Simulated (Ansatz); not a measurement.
`ClB(Cl)I` and `[Cl][Al]([Cl])[I]` differ in one element.

Ansatz, PBE0-D4/def2-TZVP geometries, multiplicity 1. 

Elements past krypton have def2 core potentials.

| property | `ClB(Cl)I` |
| --- | --- |
| HOMO energy (PBE/def2-TZVPP) / eV | -6.70 |
| size of the dipole moment (ωB97M-V/def2-TZVPP) / D | 0.01 |
| size of the dipole moment (B3LYP/def2-TZVPP) / D | 0.08 |
| HOMO–LUMO gap (ωB97M-V/def2-TZVPP) / eV | 10.10 |
| HOMO–LUMO gap (B3LYP/def2-TZVPP) / eV | 5.49 |
| LUMO energy (PBE/def2-TZVPP) / eV | -2.84 |

(1) What does the change do to each property? (Best estimate.)

Answers

(1) Ansatz gave: 
```
                                          property  `[Cl][Al]([Cl])[I]`  shift
                 HOMO energy (PBE/def2-TZVPP) / eV                -7.04  -0.34
size of the dipole moment (ωB97M-V/def2-TZVPP) / D                 0.47   0.46
  size of the dipole moment (B3LYP/def2-TZVPP) / D                 0.57   0.49
           HOMO–LUMO gap (ωB97M-V/def2-TZVPP) / eV                10.56   0.46
             HOMO–LUMO gap (B3LYP/def2-TZVPP) / eV                 6.19   0.70
                 LUMO energy (PBE/def2-TZVPP) / eV                -2.32   0.52
```

With PBE0 the HOMO falls by 0.32 eV and the LUMO rises by 0.49 eV, so the gap widens by about 0.81 eV. PBE moves the HOMO by -0.34 eV and ωB97M-V by -0.30 eV. Dipoles are sizes alone; their direction can turn.

B3LYP here is the variant with VWN-RPA as its local correlation; programs differ in this.

Spin–orbit coupling is left out; it splits and shifts lone-pair levels of the heavy atoms by tenths of an eV.
